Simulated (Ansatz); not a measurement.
Geometry optimisation, RKS LDA/def2-SVP (Ansatz).

input.yaml

```yaml
crystal:
  periodic: [false, false, false]
  atoms:
    - { symbol: B, position_ang: [-0.097508, -0.442346, -0.429372] }
    - { symbol: Cl, position_ang: [-0.058801, 0.127609, 2.573516] }
    - { symbol: H, position_ang: [0.959264, 0.140463, -0.52394] }
    - { symbol: Cl, position_ang: [-1.589369, 0.260188, -0.966412] }
    - { symbol: F, position_ang: [-0.123178, -1.683003, 0.027234] }
    - { symbol: H, position_ang: [-0.03941, -1.109712, 2.064674] }
basis:
  gaussian: { orbitals: def2-SVP }
hamiltonian:
  xc: lda
relax:
  f_tol: 0.03
  max_steps: 50
```

Command:

```bash
$ ansatz run input.yaml --threads 1 --pin off --max-ram 2048MiB --backend cpu --events-out ev --progress --plain --runs-dir out
```

Where does it end, and by what steps?

It converged. After 6 steps the energy has fallen by 0.033 eV; Cl2 moved furthest, 0.20 Å.

```csv
step,energy less start (eV),largest force component (eV/Å),accepted
0,0.0000,0.889,yes
1,-0.0079,0.673,yes
2,-0.0056,0.677,no
3,-0.0301,0.178,yes
4,-0.0319,0.101,yes
5,-0.0324,0.079,yes
6,-0.0331,0.006,yes
```

```xyz
6
Properties=species:S:1:pos:R:3
B -0.089 -0.427 -0.360
Cl -0.073 0.132 2.369
H 0.968 0.150 -0.498
Cl -1.588 0.272 -0.895
F -0.104 -1.692 0.040
H -0.065 -1.142 2.089
```

Whether the end is a true minimum wasn't checked by a vibrational analysis.

Time of the run: 9.5 s on 1 thread of Arm Neoverse V1, on a shared host, peak memory 0.13 GiB.
